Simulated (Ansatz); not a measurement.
Reactions of CH₄Cl₂HfOS, SMILES `C[O][Hf]([SH])([Cl])[Cl]`.

Computed with Ansatz on PBE0-D4/def2-TZVP structures; ΔE is electronic, products minus reactants. CBS: MP2 limit from def2 TZ/QZ plus the TZ coupled-cluster correction, frozen cores. This one scheme is used for every species. DFT in def2-TZVPP. def2 core potentials past Kr. For Hf outer-core shells are correlated without core-valence functions, which leaves a few kJ/mol of doubt a bond. Each species was taken in one conformer, which may not be the lowest.

| reaction | PBE0-D4 (kJ/mol) | r2SCAN-D4 (kJ/mol) | ωB97M-V (kJ/mol) |
| --- | --- | --- | --- |
| `C[O][Hf]([SH])([Cl])[Cl]` + H₂S → `[SH][Hf]([SH])([Cl])[Cl]` + CH₃OH | 57 | 61 | 66 |
| `C[O][Hf]([SH])([Cl])[Cl]` + HCl → `C[O][Hf]([Cl])([Cl])[Cl]` + H₂S | -67 | -70 | -72 |
| `C[O][Hf]([SH])([Cl])[Cl]` + H₂O → `C[O][Hf]([OH])([Cl])[Cl]` + H₂S | -35 | -40 | -45 |
| `C[O][Hf]([SH])([Cl])[Cl]` + HCl → `[SH][Hf]([Cl])([Cl])[Cl]` + CH₃OH | -7 | -5 | -3 |

(1) Give the CCSD(T)/CBS values in the same order. (An estimate is asked.)

Largest T1 diagnostic: 0.015, for `[SH][Hf]([SH])([Cl])[Cl]`.

## Answers

(1) The calculation gave: 62, -69, -37, -3 kJ/mol.
